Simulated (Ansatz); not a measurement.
## doublet Sc: levels of theory in one basis

A single Sc atom.

Basis set: def2-SVP (spherical functions). Left uncorrelated: 5 orbitals. Correlation on ROHF uses semicanonical orbitals with singles. Charge 0, multiplicity 2.

Computed with Ansatz (development build ahead of 0.2.0); each method stands on the lowest determinant of its kind that the runs found.

| method | E − E(ROHF) (eV) | <S²> of the determinant |
| --- | --- | --- |
| ROHF | 0.00 | 0.75 |
| UHF | -0.03 | 0.76 |
| ROHF-MP2 | -4.40 | – |
| UHF-MP2 | -4.39 | 0.76 |
| ROHF-CCSD | -5.01 | – |
| UHF-CCSD | -5.01 | 0.76 |

(1) What does ROHF-CCSD(T) give on the same scale?

(2) Is a single determinant a sound starting point here?

Results:

(1) -5.12 eV.

(2) By this sign, yes. Unrestricted orbitals gain 0.03 eV and <S²> is 0.76 against 0.75 for a pure state.
